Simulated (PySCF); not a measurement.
Structure with atom numbers: `[CH3:1][c:2]1[cH:3][cH:4][cH:5][c:6]([CH3:7])[p:8]1`. Hydrogens are named by the atom that carries them.

Computed data (PySCF 2.14.0 with density-fitted response routines): structure optimised with GFN2-xTB, NMR shieldings at PBE0/pcSseg-1/GIAO. Non-relativistic Hamiltonian, one computed conformer, no solvent, rapidly exchanging positions averaged.

Scale: ¹³C (σref 186.93), ¹H (σref 31.72) against TMS; ³¹P (σref 318.38) vs H3PO4 (reference shieldings calculated alike).

| atoms | nucleus | count | δ (ppm) |
| --- | --- | --- | --- |
| C1/C7 | ¹³C | 2 | 27.3 |
| C2/C6 | ¹³C | 2 | 180.6 |
| H(C3)/H(C5) | ¹H | 2 | 7.91 |
| H(C1)/H(C7) | ¹H | 6 | 2.84 |
| P8 | ³¹P | 1 | ? |
| C3/C5 | ¹³C | 2 | 136.9 |
| C4 | ¹³C | 1 | 135.0 |
| H(C4) | ¹H | 1 | ? |

**Question.** Complete the table.

**Answer.** 
- H(C4): 7.76 ppm, hydrogen on an aromatic CH; the ring current deshields protons in the ring plane
- P8: 220.8 ppm, phosphorus bonded to 2 C, in a 6-membered ring

Shifts are as computed. Against solution values, carbons near 30 ppm lie about +3 ppm off and those near 130 ppm about +5 ppm. Of 1211 compounds with measured shifts, 218 miss one by over three times the rms of a fit or turn the order of signals round; such compounds aren't used in these exercises. Experimental scales use liquid or dissolved standards, which lie at an offset from isolated H3PO4.
